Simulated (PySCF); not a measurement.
**Nonlinear optical response: `C1=CC=C(C(C)=O)[SiH2]1`, C$_{6}$H$_{8}$OSi**

Molfile (atoms numbered from 1):
```
C6H8OSi
     RDKit          3D

 16 16  0  0  0  0  0  0  0  0999 V2000
   -2.5561   -0.0167   -0.4636 C   0  0  0  0  0  0  0  0  0  0  0  0
   -1.5252    0.0851    0.6374 C   0  0  0  0  0  0  0  0  0  0  0  0
   -1.8412    0.2132    1.8057 O   0  0  0  0  0  0  0  0  0  0  0  0
   -0.1196    0.0251    0.2668 C   0  0  0  0  0  0  0  0  0  0  0  0
    0.4086   -0.1133   -0.9673 C   0  0  0  0  0  0  0  0  0  0  0  0
    1.8560   -0.1410   -1.0363 C   0  0  0  0  0  0  0  0  0  0  0  0
    2.5071   -0.0258    0.1304 C   0  0  0  0  0  0  0  0  0  0  0  0
    1.2669    0.1428    1.5540 Si  0  0  0  0  0  4  0  0  0  0  0  0
   -2.4158    0.7933   -1.1762 H   0  0  0  0  0  0  0  0  0  0  0  0
   -3.5547    0.0438   -0.0389 H   0  0  0  0  0  0  0  0  0  0  0  0
   -2.4426   -0.9623   -0.9896 H   0  0  0  0  0  0  0  0  0  0  0  0
   -0.1688   -0.2023   -1.8773 H   0  0  0  0  0  0  0  0  0  0  0  0
    2.3409   -0.2493   -1.9971 H   0  0  0  0  0  0  0  0  0  0  0  0
    3.5827   -0.0347    0.1859 H   0  0  0  0  0  0  0  0  0  0  0  0
    1.3102   -0.9952    2.4666 H   0  0  0  0  0  0  0  0  0  0  0  0
    1.3438    1.4460    2.2063 H   0  0  0  0  0  0  0  0  0  0  0  0
  1  2  1  0
  2  3  2  0
  2  4  1  0
  4  5  2  0
  5  6  1  0
  6  7  2  0
  7  8  1  0
  8  4  1  0
  1  9  1  0
  1 10  1  0
  1 11  1  0
  5 12  1  0
  6 13  1  0
  7 14  1  0
  8 15  1  0
  8 16  1  0
M  END
```

Computed, not measured: quadratic response BHandHLYP/aug-cc-pVDZ first hyperpolarisability, Taylor convention, gas phase (PySCF). Geometry: GFN2-xTB.

Problem. What is the first hyperpolarisability, and how does it disperse?

Solution. In au, Taylor convention; the vector part is βᵢ = ⅓ Σⱼ (βᵢⱼⱼ + βⱼᵢⱼ + βⱼⱼᵢ); β∥ is 3/5 of the vector part along the dipole, the dipole points from − to +:
| process | λ (nm) | β vector norm | β∥ | β HRS | depolarisation ratio |
| --- | --- | --- | --- | --- | --- |
| static β(0;0,0) | ∞ | 233.2 | 56.6 | 131.5 | 2.65 |
| second harmonic β(−2ω;ω,ω) | 1064 | 381.4 | 103.5 | 196.8 | 3.06 |
| Pockels β(−ω;ω,0) | 1064 | 271.1 | 68.4 | – | – |
| second harmonic β(−2ω;ω,ω) | 800 | 636.7 | 188.1 | 306.6 | 3.53 |
| Pockels β(−ω;ω,0) | 800 | 306.7 | 79.6 | – | – |

Problem. Which lowest excitations, dipole and polarisabilities go with it?

Solution. S1 3.93 eV (f = 0.000); S2 4.09 eV (f = 0.158); S3 5.25 eV (f = 0.000); dipole 3.58 D; isotropic α 98.0 au static, 99.5 au at 1064 nm, 100.7 au at 800 nm, 104.9 au at 532 nm, 114.1 au at 400 nm.
